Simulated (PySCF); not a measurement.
Compound: C₉H₁₄O.
SMILES with atom numbers: `[CH3:1][CH2:2][O:3]/[CH:4]=[CH:5]\[C@@H:6]1[CH2:7][C:8]12[CH2:9][CH2:10]2` (hydrogens: H11, H12, H13 on C1; H14, H15 on C2; H16 on C4; H17 on C5; H18 on C6; H19, H20 on C7; H21, H22 on C9; H23, H24 on C10)

The same species was optimised twice, with GFN2-xTB and with PBE0-D3(BJ)/def2-SVP (PySCF), and the same property calculations (PySCF, gas phase) were run on both structures.

| coordinate | GFN2-xTB | PBE0-D3(BJ)/def2-SVP | change |
| --- | --- | --- | --- |
| C4=C5 (Å) | 1.331 | 1.344 | +0.013 |
| C1–C2 (Å) | 1.522 | 1.509 | -0.013 |
| O3–C4 (Å) | 1.356 | 1.345 | -0.011 |
| C2–O3 (Å) | 1.413 | 1.408 | -0.005 |
| C9–C10 (Å) | 1.514 | 1.518 | +0.004 |
| C5–C6 (Å) | 1.476 | 1.480 | +0.004 |
| C6–C7 (Å) | 1.528 | 1.531 | +0.003 |
| C7–C8 (Å) | 1.475 | 1.473 | -0.002 |
| C8–C10 (Å) | 1.478 | 1.476 | -0.002 |
| C8–C9 (Å) | 1.478 | 1.477 | -0.001 |
| C6–C8 (Å) | 1.487 | 1.486 | -0.001 |
| C6–C8–C10 (°) | 137.3 | 135.9 | -1.4 |
| O3–C4–C5 (°) | 134.0 | 132.7 | -1.3 |
| C5–C6–C7 (°) | 118.3 | 119.5 | +1.2 |
| C4–C5–C6 (°) | 132.0 | 133.1 | +1.1 |
| C7–C8–C9 (°) | 137.5 | 138.4 | +0.9 |
| C1–C2–O3 (°) | 107.6 | 108.1 | +0.5 |
| C5–C6–C8 (°) | 118.2 | 118.7 | +0.5 |
| C6–C8–C9 (°) | 137.5 | 137.2 | -0.3 |
| C1–C2–O3–C4 (°) | 168 | 169 | +1 |
| C2–O3–C4–C5 (°) | 9 | 8 | -1 |
| C4–C5–C6–C7 (°) | -133 | -136 | -3 |

Rotational constants: A = 2966, B = 581.1, C = 545.1 MHz (GFN2-xTB) against A = 2875, B = 589.0, C = 553.2 MHz (PBE0-D3(BJ)/def2-SVP). Point groups within 0.08 Å: C1 and C1.

On the GFN2-xTB structure: HOMO (eV) -6.02 [PBE0/pcSseg-1]; LUMO (eV) 1.00 [PBE0/pcSseg-1]; dipole (D) 1.26 [PBE0/pcSseg-1]; GIAO shielding of C1 (ppm) 168.3 [PBE0/pcSseg-1]; GIAO shielding of C2 (ppm) 118.3 [PBE0/pcSseg-1]; GIAO shielding of O3 (ppm) 200.9 [PBE0/pcSseg-1]; GIAO shielding of C4 (ppm) 36.4 [PBE0/pcSseg-1]; GIAO shielding of C5 (ppm) 77.1 [PBE0/pcSseg-1]; GIAO shielding of C6 (ppm) 166.0 [PBE0/pcSseg-1]; GIAO shielding of C7 (ppm) 167.9 [PBE0/pcSseg-1]; GIAO shielding of C8 (ppm) 167.2 [PBE0/pcSseg-1].

Problem. What do these properties become on the PBE0-D3(BJ)/def2-SVP structure?

Solution. 
```json
{"property": "HOMO (eV)", "level": "PBE0/pcSseg-1", "on GFN2-xTB": "-6.02", "on PBE0-D3(BJ)/def2-SVP": "-5.97", "change": "+0.05"}
{"property": "LUMO (eV)", "level": "PBE0/pcSseg-1", "on GFN2-xTB": "1.00", "on PBE0-D3(BJ)/def2-SVP": "0.94", "change": "-0.06"}
{"property": "dipole (D)", "level": "PBE0/pcSseg-1", "on GFN2-xTB": "1.26", "on PBE0-D3(BJ)/def2-SVP": "1.21", "change": "-0.05"}
{"property": "energy, GFN2-xTB geometry as zero (kcal/mol)", "level": "PBE0/pcSseg-1", "on GFN2-xTB": "0.0", "on PBE0-D3(BJ)/def2-SVP": "-0.6", "change": "-0.6"}
{"property": "GIAO shielding of C1 (ppm)", "level": "PBE0/pcSseg-1", "on GFN2-xTB": "168.3", "on PBE0-D3(BJ)/def2-SVP": "167.0", "change": "-1.3"}
{"property": "GIAO shielding of C2 (ppm)", "level": "PBE0/pcSseg-1", "on GFN2-xTB": "118.3", "on PBE0-D3(BJ)/def2-SVP": "117.7", "change": "-0.6"}
{"property": "GIAO shielding of O3 (ppm)", "level": "PBE0/pcSseg-1", "on GFN2-xTB": "200.9", "on PBE0-D3(BJ)/def2-SVP": "197.4", "change": "-3.5"}
{"property": "GIAO shielding of C4 (ppm)", "level": "PBE0/pcSseg-1", "on GFN2-xTB": "36.4", "on PBE0-D3(BJ)/def2-SVP": "34.8", "change": "-1.6"}
{"property": "GIAO shielding of C5 (ppm)", "level": "PBE0/pcSseg-1", "on GFN2-xTB": "77.1", "on PBE0-D3(BJ)/def2-SVP": "75.6", "change": "-1.5"}
{"property": "GIAO shielding of C6 (ppm)", "level": "PBE0/pcSseg-1", "on GFN2-xTB": "166.0", "on PBE0-D3(BJ)/def2-SVP": "164.5", "change": "-1.5"}
{"property": "GIAO shielding of C7 (ppm)", "level": "PBE0/pcSseg-1", "on GFN2-xTB": "167.9", "on PBE0-D3(BJ)/def2-SVP": "165.7", "change": "-2.2"}
{"property": "GIAO shielding of C8 (ppm)", "level": "PBE0/pcSseg-1", "on GFN2-xTB": "167.2", "on PBE0-D3(BJ)/def2-SVP": "166.7", "change": "-0.5"}
```

The heavy atoms differ by 0.048 Å rms after alignment. Among bonds between heavy atoms C1–C2 and C4=C5 change most and about equally (-0.013 to +0.013 Å). Changes are differences of the printed values. Neither structure is proved a minimum here.

The values belong to the conformer `[CH3:1][CH2:2][O:3]/[CH:4]=[CH:5]\[C@@H:6]1[CH2:7][C:8]12[CH2:9][CH2:10]2`: C1–C2–O3–C4 169°, C2–O3–C4–C5 8°, C4–C5–C6–C7 -136°.
